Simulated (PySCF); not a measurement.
Zr(Cl)2(OH) (Cl2HOZr), SMILES [OH][Zr+]([Cl])[Cl], charge +1, multiplicity 1.

Geometry: B3LYP-D3(BJ)/def2-SVP. The spin state was assumed, not searched. The isomer is the one that the SMILES or the coordinates give; other isomers of the formula were not compared. The def2 effective core potentials stand for the cores of Zr; spin–orbit coupling is left out. The values are those of a single conformer.

Calculation: PBE/def2-TZVPD in PySCF.

The molecule is in vacuum.

Problem. Estimate the frontier levels, gap, dipole moment and polarisability. (Estimate from the structure and the level; the computed values follow.)

Solution. 
highest occupied level: -12.97 eV
lowest empty level: -9.45 eV
orbital gap: 3.52 eV
dipole moment about the centre of nuclear charge: 4.26 D
mean static polarisability: 66.6 bohr³ (9.87 Å³)
polarisability, principal values: 45.0, 70.2, 84.6 bohr³
